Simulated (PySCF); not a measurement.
**Low-lying terms of Hg (mercury, neutral)**

Ground state [Xe] 4f14 5d10 6s2, ¹S. Computed with PySCF 2.14 in aug-cc-pVTZ-PP with one added diffuse shell each of s, p, d, f, g type with ECP60MDF (7s7p6d4f3g, 113 functions), with scalar relativity through the core potential. Vertical excitation energies in eV without spin-orbit coupling; excited terms of each kind are numbered among those the solver found. Frozen: 5s2 5p6.

| term | leading excitation | EOM-EE-CCSD | measured centre of gravity (NIST) |
| --- | --- | --- | --- |
| 1 3P° | 6s → p | 5.117 | n/a |
| 1 1P° | 6s → p | 6.683 | n/a |
| 1 3S | 6s → s | 7.623 | 7.730 (5d10(1S)6s7s) |
| 1 1S | 6s → s | 7.834 | 7.926 (5d10(1S)6s7s) |
| 2 3P° | 6s → p | 8.563 | n/a |
| 2 1P° | 6s → p | 8.734 | n/a |
| 1 3D | 6s → d | 8.816 | n/a |
| 1 1D | 6s → d | 8.825 | n/a |
| 2 3S | 6s → s | 9.150 | n/a |
| 2 1S | 6s → s | 9.259 | n/a |
| 2 1D | 6s → d | 10.997 | n/a |
| 2 3D | 6s → d | 11.041 | n/a |

Only the lower part of the computed list is shown. Doubly excited terms such as np² are absent. The solver can miss terms. Rydberg members are limited by the diffuse functions of the basis.
